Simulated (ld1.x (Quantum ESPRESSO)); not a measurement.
# Before and after: ultrasoft potential for tungsten (W)

- Element: W (Z = 74)
- Generator: ld1.x (Quantum ESPRESSO) 7.5
- Type: ultrasoft
- Functional: PBE
- Relativity: scalar-relativistic
- Frozen core: [Xe] 4f14
- Valence charge: 6
- Reference configuration: 5d4 6s2 6p0
- Partial waves: 6s (bound): rcut 2.15, rcutus 2.90 bohr; 6s channel at 2 Ry: rcut 2.15, rcutus 2.90 bohr; 6p (bound, empty): rcut 3.70, rcutus 4.20 bohr; 6p channel at 0.4 Ry: rcut 3.70, rcutus 4.20 bohr; 5d (bound): rcut 1.35, rcutus 1.80 bohr; 5d channel at 0.05 Ry: rcut 1.35, rcutus 1.80 bohr
- Local potential: all-electron potential smoothed inside 1.40 bohr (lloc = -2)
- Core correction: Bessel-smoothed model core, default radius (core density twice the valence density)
- Augmentation charge: built from norm-conserving waves at rcut, not smoothed further

Change: waves 6s (bound): rcut 2.15, rcutus 3.12 bohr; 6s channel at 2 Ry: rcut 2.15, rcutus 3.12 bohr.

Cutoffs: the cutoffs (Ry, on a coarse ladder) from which the occupation-weighted sum of valence levels, in a spherical-Bessel basis at the reference potential, stays within 10 and 1 mRy of its value at 400 Ry; they do not see the model core or the augmentation charge, which bear on the density cutoff. Errors are all-electron minus pseudo energies relative to the spin-unpolarised reference configuration.

Q: What does the change do?

A: The potential gets neither clearly harder nor softer (30 Ry and 40 Ry → 30 Ry and 40 Ry); both files keep a bound ghost (p, s); the errors of the 7 common tests hardly move.

```tsv
quantity	base	changed
cutoff, loose	30 Ry	30 Ry
cutoff, tight	40 Ry	40 Ry
bound ghosts	s, p	s, p
error for 5d4 6s1 6p0, meV [ΔE 8.88 eV]	-9.9	-10
error for 5d4 6s0 6p0, meV [ΔE 24.56 eV]	-42	-42
error for 5d3 6s0 6p0, meV [ΔE 49.94 eV]	-142	-142
error for 5d4 6s1.5 6p0, meV [ΔE 3.63 eV]	-2.8	-2.9
error for 5d3 6s2 6p1, meV [ΔE 4.02 eV]	-85	-85
error for 5d3 6s2 6p0, meV [ΔE 8.83 eV]	-50	-49
error for 5d4 6s0 6p1, meV [ΔE 14.34 eV]	-16	-16
s: phases at 4.55 bohr within 0.05 rad from the reference energy up to (Ry; the scan ends near 5)	3.7	3.7
p: phases at 4.55 bohr within 0.05 rad from the reference energy up to (Ry; the scan ends near 5)	1.4	1.4
d: phases at 4.55 bohr within 0.05 rad from the reference energy up to (Ry; the scan ends near 5)	to the end of the scan	to the end of the scan
lowest overlap eigenvalue by channel	s 0.32, p 0.15, d 0.93	s 0.14, p 0.15, d 0.93
```

 A true bound ghost makes a file unfit for plane-wave use even where its test errors are small: the radial tests pick states by their node count and pass the ghost by.
